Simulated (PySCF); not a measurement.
**Two-component Hartree-Fock for Ge⁺ (germanium, charge +1)**

Start: [Ar] 3d10 4s2 4p1; 4p3/2 filled at m_j = +3/2. Calculated with PySCF 2.14 in x2c-QZVPPall-2c (11s10p5d4f1g, 103 functions): generalised Hartree-Fock with the X2C-1e Hamiltonian and a Gaussian nucleus; one run each with spin-orbit coupling (SO) screened by Boettger's factors, then bare. This is a chosen level, not necessarily the ground level.

| spinor shell | electrons | ε, screened SO (eV) | ε, bare SO (eV) | weight of nominal j (bare SO) | rms radius, bare SO (bohr) |
| --- | --- | --- | --- | --- | --- |
| 1s1/2 | 2 | -11188.7 | -11188.7 | 1.000 | 0.0542 |
| 2s1/2 | 2 | -1463.2 | -1463.2 | 1.000 | 0.227 |
| 2p1/2 | 2 | -1297.0 | -1298.5 | 1.000 | 0.201 |
| 2p3/2 | 4 | -1264.5 | -1263.8 | 1.000 | 0.204 |
| 3s1/2 | 2 | -210.68 | -210.68 | 1.000 | 0.667 |
| 3p1/2 | 2 | -153.94 | -154.17 | 1.000 | 0.693 |
| 3p3/2 | 4 | -149.40 | -149.30 | 1.000 | 0.704 |
| 3d3/2 | 4 | -53.082 | -53.264 | 0.995 | 0.807 |
| 4s1/2 | 2 | -23.412 | -23.413 | 0.999 | 2.24 |
| 4p3/2 | 1 | -15.348 | -15.344 | 1.000 | 2.78 |

(1) Where does 3d5/2 lie, and what is the 3d spin-orbit splitting (bare SO)?

```json
{"quantity": "E (hartree)", "screened SO": "-2096.87687", "bare SO": "-2096.88832"}
{"quantity": "M_J", "screened SO": "3/2", "bare SO": "3/2"}
{"quantity": "⟨J²⟩", "screened SO": "3.761", "bare SO": "3.761"}
{"quantity": "⟨L²⟩", "screened SO": "2.010", "bare SO": "2.011"}
{"quantity": "⟨S²⟩", "screened SO": "0.755", "bare SO": "0.755"}
```

Each row is a mean over spinors that exchange with the open shell spreads, by up to 2.264 eV (4s1/2).

## Answers

(1) At -52.316 eV, 0.948 eV above 3d3/2.
